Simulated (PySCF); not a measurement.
A structure optimised at TPSSh-D3(BJ)/def2-SVP, used in a PySCF frequency run:

```xyz
8

C      0.0210     1.1189     0.0000
N      1.1594     0.3700     0.0000
C      0.6946    -0.8663     0.0000
N     -0.6594    -0.8427     0.0000
N     -1.1112     0.4268     0.0000
H      0.0229     2.2077     0.0000
H      1.2785    -1.7855     0.0000
H     -1.3173    -1.6161     0.0000
```

Task: Write its SMILES, formula and point group.

Result: c1nc[nH]n1, C₂H₃N₃, Cs

Task: What are its rotational constants (standard atomic weights)?

Result: 10.272, 9.8297, 5.0229 GHz
